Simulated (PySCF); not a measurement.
## Potassium: a sound run and one with changed settings

Sound run: K [Ar] 4s1, K⁺ [Ar]. Calculation: PySCF 2.14, in cc-pVTZ-X2C (6s5p3d1f, 43 functions); the spin-free X2C one-electron Hamiltonian (Gaussian nucleus). The sound run starts from symmetry-adapted Hartree-Fock orbitals and uses a fine grid where one is needed.

Changed run: radial step 1.2 in ln r (0.13 in the sound run). This setting is unsound on purpose.

| species | method | sound run (hartree) | changed run (hartree) | converged |
| --- | --- | --- | --- | --- |
| K | UHF | -601.46434 | -601.46434 | yes |
| K | PBE0 | -602.06152 | -599.18313 | yes |
| K | BP86 | -602.29154 | -598.51357 | yes |
| K⁺ | UHF | -601.31651 | -601.31651 | yes |
| K⁺ | PBE0 | -601.90043 | -599.01025 | yes |
| K⁺ | BP86 | -602.12714 | -598.31984 | yes |

Ionisation energy of K:

```
method  sound run (eV)  changed run (eV)
   UHF           4.023             4.023
  PBE0           4.383             4.704
  BP86           4.474             5.272
```

A coarse radial grid mis-integrates the density and the exchange-correlation energy, with errors of either sign; Hartree-Fock needs no grid.

For comparison, NIST gives 4.341 eV between the lowest levels.
